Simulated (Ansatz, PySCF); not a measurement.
System: InF2, charge 0, multiplicity 2. It need not be the lowest isomer of its formula. 
Structure (B3LYP-D3(BJ)/def2-TZVP (Ansatz, a quantum-chemistry and plane-wave program) minimum search):
```xyz
3

In     0.2297     0.1164     0.0940
F     -0.8133     0.9486    -1.3634
F     -0.4372    -1.5822     0.8518
```
Charge 0, spin multiplicity 2.

Wanted: atomisation energy (electronic, to ground-state atoms), in kJ/mol. Correlated levels leave the core frozen unless marked. Open shells are spin-unrestricted. No spin-orbit coupling. Frozen are the shells of the preceding noble gas and the d and f shells that filled before the atom's block. In def2 rows, elements after Kr have scalar-relativistic effective core potentials. STO-3G rows are all-electron and non-relativistic. The coupled-cluster limit lacks core correlation, which all-electron functionals hold. CBS(X,Y): correlation extrapolated as X^-3; Hartree-Fock from the larger set.

```csv
level,program,atomisation energy (kJ/mol)
HF/def2-TZVPPD,Ansatz,500.6
HF/def2-QZVPP,Ansatz,505.3
HF-D3(BJ)/def2-TZVPD,PySCF + dftd3,528.1
PBE/def2-TZVPD,Ansatz,830.3
```

Task: Predict the CCSD(T)/CBS(def2-TZVPP,def2-QZVPP) result (Ansatz).

Result: 829.1 kJ/mol, so PBE/def2-TZVPD differs from it by 1.2 kJ/mol.
